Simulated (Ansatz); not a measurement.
Species: dibromo(dimethyl)germane, C₂H₆Br₂Ge (charge 0, singlet). 
Coordinates optimised at B3LYP-D3(BJ)/def2-TZVP (Ansatz, a first-principles code):
SMILES: [CH3][Ge]([CH3])([Br])[Br]
```xyz
11

C      1.7279    -1.1146     1.1365
Ge     0.0319    -0.5082     0.3906
C     -1.5630    -1.5148     0.8844
Br     0.2149    -0.5464    -1.9383
Br    -0.2881     1.7126     1.0420
H      1.9168    -2.1386     0.8154
H      2.5285    -0.4691     0.7823
H      1.6791    -1.0708     2.2241
H     -1.4520    -2.5482     0.5574
H     -2.4318    -1.0722     0.4024
H     -1.6898    -1.4805     1.9661
```

Property: vertical triplet-singlet gap (E(triplet) - E(singlet); each state is the SCF solution reached for its spin), in kcal/mol. Correlated levels leave the core frozen unless marked. Open shells are spin-unrestricted. Spin-orbit coupling is left out. Frozen are the shells of the preceding noble gas and the d and f shells that filled before the atom's block. Non-relativistic. CBS(X,Y): correlation extrapolated as X^-3; Hartree-Fock from the larger set. The bracket is a focal-point correction in the basis named.

RI-MP2/CBS(aug-cc-pVTZ,aug-cc-pVQZ)+[CCSD(T)-MP2]/aug-cc-pVTZ (Ansatz) gives 143.2 kcal/mol.

Question: Another calculation gave 135.8 kcal/mol. Which level was it?
A. PBE/def2-TZVPD (Ansatz)
B. BHLYP/def2-TZVPD (Ansatz)
C. CAM-B3LYP/def2-TZVPD (Ansatz)
D. wB97X-V/def2-TZVPD (Ansatz)

Answer: B, BHLYP/def2-TZVPD (Ansatz). The others give 133.0 (CAM-B3LYP), 115.6 (PBE), 140.4 (wB97X-V) kcal/mol.
